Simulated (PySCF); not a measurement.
**Unknown compound**

The spectra below were simulated for a compound C$_{5}$H$_{4}$F$_{3}$NO.

1H NMR (400 MHz, computed): δ 5.48 (br s, 1H), 5.22 (br s, 1H), 3.10 (s, 2H).

13C{1H} NMR (computed): δ 155.6 (C), 129.3 (C), 120.1 (C), 105.8 (CH2), 23.8 (CH2).

Computational details: geometry from GFN2-xTB, NMR shieldings at PBE0/pcSseg-1/GIAO, in PySCF 2.14 (in vacuum, a single conformation, equivalent nuclei averaged, non-relativistic Hamiltonian).

Shifts are taken against calculated references (same method and geometry level): TMS for 1H and 13C.

Q: Which candidate is it?
A. C=C(CC#N)OC(F)(F)F
B. N#CC1(OC(F)(F)F)CC1
C. NC(=O)/C=C/C(F)=C(F)F

A: A. 

1. The formula gives 3 degrees of unsaturation (no ring in the answer).
2. 5 carbon signals for 5 carbons: no two carbons are equivalent.
3. Carbon types of the structure: 3 × C, 2 × CH2, which accounts for all hydrogens.
4. δC 155.6: alkene carbon bearing oxygen; an sp2 carbon further deshielded by the attached heteroatom.
5. δC 129.3: CF3 carbon; 4 electronegative neighbours deshield it.
6. δC 120.1: nitrile carbon; C≡N carbons fall here, among the sp2 signals but without a proton.
7. δC 105.8: β carbon of an enol-ether or enamine type C=C; the O or N lone pair pushes π density onto this β carbon and shields it.
8. δH 5.48, 5.22: hydrogen on a β carbon of an enol-ether or enamine type C=C; a vinylic proton, deshielded by the sp2 carbon and the C=C anisotropy.

The others: N#CC1(OC(F)(F)F)CC1 would give 4 carbon signals, not 5; NC(=O)/C=C/C(F)=C(F)F would give 2 signals for carbon-bound and other non-exchanging H, not 3.

Splittings by 19F in the carbon and heteronuclear signals aren't shown, as no couplings were computed. Shifts are as computed. Against solution values, carbons near 30 ppm lie about +3 ppm off and those near 130 ppm about +5 ppm. Of 1211 compounds with measured shifts, 218 miss one by over three times the rms of a fit or turn the order of signals round; such compounds aren't used in these exercises. No couplings were computed; multiplicities are counted from neighbouring protons, with m where these are inequivalent, close in shift, in a saturated or five-membered ring or joined by F or P, and br s for small geminal =CH2 splittings.
